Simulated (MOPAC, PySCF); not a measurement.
Ligand exchange on a metal centre used in film growth or etching (Ti F-H). All species are isolated molecules in the gas phase.

Quantity: redistribution energy (mixed species minus the weighted end members), in eV. Semi-empirical values (MOPAC) are differences of heats of formation.

Level 1: B3LYP/3-21G // BP86-D3(BJ)/def2-SVP (PySCF)
Level 2: BP86/6-31G* (LANL2DZ on Ti) // BP86-D3(BJ)/def2-SVP (PySCF)
Level 3: HF/STO-3G // BP86-D3(BJ)/def2-SVP (PySCF)
Level 4: PM6 // BP86-D3(BJ)/def2-SVP (MOPAC)

```tsv
species	level 2	level 3	level 4
3 of 4 F replaced by H: [Ti(F)(H)3]	-0.245	-0.405	-0.63
2 of 4 F replaced by H: [Ti(F)2(H)2]	-0.347	-0.53	-0.70
1 of 4 F replaced by H: [Ti(F)3(H)]	-0.299	-0.382	-0.50
```

Question: What does level 1 give for each?

Answer: 
- 3 of 4 F replaced by H: [Ti(F)(H)3]: -0.362
- 2 of 4 F replaced by H: [Ti(F)2(H)2]: -0.50
- 1 of 4 F replaced by H: [Ti(F)3(H)]: -0.380
